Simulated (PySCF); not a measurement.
C2H2F3, multiplicity 2. Atoms are numbered in the order given.

```xyz
7

C      1.4944    -0.0475     0.0000
C      0.0121    -0.0096     0.0000
F     -0.4987    -0.6132     1.0871
F     -0.4987    -0.6132    -1.0871
F     -0.4566     1.2592     0.0000
H      2.0241     0.0237     0.9503
H      2.0241     0.0237    -0.9503
```
Charge 0, spin multiplicity 2.

Geometry optimised at B3LYP-D3(BJ)/def2-SVP. The isomer is the one that the SMILES or the coordinates give; other isomers of the formula were not compared.

Method: PBE/def2-TZVP (PySCF).

ESP charges are fitted to the potential on shells at 1.4 to 2.0 van der Waals radii. Atomic charges (e):

```
atom  ESP fit  Mulliken  Mulliken spin
----  -------  --------  -------------
C1        [?]     -0.30           1.03
C2        [?]      0.39          -0.02
F3        [?]     -0.13           0.01
F4        [?]     -0.13           0.01
F5        [?]     -0.13           0.03
H6        [?]      0.15          -0.04
H7        [?]      0.15          -0.04
```

Task: Fill in the missing entries. (An estimate is asked for; the answer gives what the named calculation found.)

Result: 
- C1, ESP fit: -0.48
- C2, ESP fit: 0.65
- F3, ESP fit: -0.19
- F4, ESP fit: -0.19
- F5, ESP fit: -0.20
- H6, ESP fit: 0.21
- H7, ESP fit: 0.21

Computed Mayer and Wiberg (Löwdin basis) orders of the bonds:
```tsv
bond	Mayer	Wiberg
C1–C2	1.08	1.38
C2–F3	1.17	1.77
C2–F4	1.17	1.77
C2–F5	1.16	1.75
C1–H6	0.94	0.93
C1–H7	0.94	0.93
```
